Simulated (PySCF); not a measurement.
A side-by-side comparison of computed properties.

First species: Sn(OMe)H3, CH₆OSn.
SMILES: `[H][Sn]([H])([H])[O]C`

Second species: SiH2MeI, CH5ISi.
SMILES: `C[SiH2]I`

Levels: wB97X-D/def2-SVPD for dipole moment, HOMO energy, LUMO energy, HOMO–LUMO gap and static isotropic polarisability; TDDFT wB97X-D/def2-SVPD for lowest singlet excitation; TDA wB97X-D/def2-SVPD for lowest triplet excitation (Tamm–Dancoff); ΔSCF wB97X-D/def2-SVPD for vertical ionisation energy; PBE0-D3(BJ)/def2-SVP for rotational constant A and rotational constant C. Geometries: PBE0-D3(BJ)/def2-SVP. Each structure is a single optimised conformer of the isolated species (atoms past krypton carry core potentials, spin–orbit coupling is left out). Electronic properties by PySCF.

Which has the higher rotational constant C?

The first: 2.939 GHz against 1.710 GHz, a difference of 1.229 GHz.

Which of the two has the higher HOMO energy, and by how much?

The second: -9.30 eV against -9.39 eV, a difference of 0.09 eV.

Which has the higher static isotropic polarisability?

The second: 76.6 au against 58.5 au, a difference of 18.1 au.

Which of the two has the higher HOMO–LUMO gap, and by how much?

The first: 10.59 eV against 10.33 eV, a difference of 0.26 eV.

Which has the higher S1 energy?

The first: 5.85 eV against 5.71 eV, a difference of 0.14 eV.

Which has the higher LUMO energy?

The first: 1.20 eV against 1.03 eV, a difference of 0.17 eV.

Which of the two has the higher dipole moment, and by how much?

The second: 2.00 D against 1.62 D, a difference of 0.38 D.

Which has the higher rotational constant A?

The first: 27.157 GHz against 14.564 GHz, a difference of 12.593 GHz.

On the first: The principal polarisabilities are 54.9, 55.0 and 65.6 au; their mean is the isotropic value. The ΔSCF ionisation energy exceeds −ε(HOMO) by 0.33 eV with wB97X-D. Atoms past krypton carry effective core potentials; spin–orbit coupling is left out.

On the second: The principal polarisabilities are 65.4, 70.8 and 93.5 au; their mean is the isotropic value. The polarisability is 11.34 Å³ as a volume (1 au = 0.148185 Å³). Atoms past krypton carry effective core potentials; spin–orbit coupling is left out.
